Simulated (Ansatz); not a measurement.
Consider the formal exchange of groups at the Si–S bond: `CS[SiH](N)F` + `[SiH3][SiH3]` → `N[SiH](F)[SiH2][SiH3]` + CH₃SH.

Gas-phase electronic energies from Ansatz, PBE0-D4/def2-TZVP geometries. CBS: MP2 limit from def2 TZ/QZ plus the TZ coupled-cluster correction, frozen cores. This one scheme is used for every species. DFT in def2-TZVPP. B3LYP here is the variant with VWN-RPA as its local correlation; programs differ in this. One conformer a species, not always the lowest.

| level | ΔE (kcal/mol) | difference from CCSD(T)/CBS |
| --- | --- | --- |
| PBE-D4 | 14.2 | -2.7 |
| r2SCAN-D4 | 16.8 | -0.1 |
| PBE0-D4 | 15.1 | -1.8 |
| B3LYP-D4 | 16.2 | -0.7 |
| ωB97X-V | 16.4 | -0.5 |
| ωB97M-V | 17.5 | 0.6 |
| B2PLYP | 17.1 | 0.2 |
| PBE | 14.2 | -2.7 |
| r2SCAN | 16.9 | 0.0 |
| PBE0 | 15.2 | -1.7 |
| B3LYP | 16.1 | -0.8 |
| HF/def2-TZVPP | 18.5 | 1.6 |
| MP2/def2-TZVPP | 18.3 | 1.4 |
| SCS-MP2/def2-TZVPP | 17.9 | 1.0 |
| CCSD/def2-TZVPP | 16.5 | -0.4 |
| CCSD(T)/def2-TZVPP | 16.4 | -0.5 |
| HF/def2-QZVPP | 18.5 | 1.6 |
| MP2/def2-QZVPP | 18.6 | 1.7 |
| SCS-MP2/def2-QZVPP | 18.2 | 1.3 |
| HF/CBS(def2) | 18.5 | 1.6 |
| MP2/CBS(def2) | 18.8 | 1.9 |
| CCSD/CBS(def2) | 17.0 | 0.1 |
| CCSD(T)/CBS | 16.9 | 0 |

Largest T1 diagnostic among the species: 0.013.

From PBE to PBE0 (25 % exact exchange), in def2-TZVPP and without D4, ΔE moves by +1.0 kcal/mol.
